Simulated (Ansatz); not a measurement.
Species: CH6GeO3, net charge -1, doublet state. 
Structure (B3LYP-D3(BJ)/def2-TZVP (Ansatz, a quantum-chemistry and plane-wave program) minimum search):
```
Ge
O 1 1.8530
H 2 0.9643 1 102.42
O 1 1.8530 2 107.57 3 -88.33
H 4 0.9643 1 102.42 2 88.33
O 1 2.0177 2 88.96 3 0.25
H 6 0.9630 1 105.05 2 126.20
C 1 2.0890 2 93.79 3 176.48
H 8 1.0910 1 109.60 2 -65.47
H 8 1.0910 9 110.27 1 120.74
H 8 1.0929 9 110.33 10 122.13
```
Charge -1, spin multiplicity 2.

Basis-set convergence of Hartree-Fock and CCSD correlation energies (hartree) with Ansatz. Cores are frozen in the correlated levels unless marked. Open shells are spin-unrestricted. Spin-orbit coupling is left out. The frozen core is the preceding noble-gas configuration, with the filled d and f shells of earlier blocks. Non-relativistic. This anion needs diffuse functions, which these sets lack.

| basis | functions | E(HF) | E(corr, CCSD) |
|---|---|---|---|
| cc-pVDZ | 113 | -2341.32059 | -0.85736 |
| cc-pVTZ | 247 | … | … |

Problem. Fill in the missing entries.

Solution. 
- cc-pVTZ, E(HF): -2341.50195
- cc-pVTZ, E(corr, CCSD): -1.07382
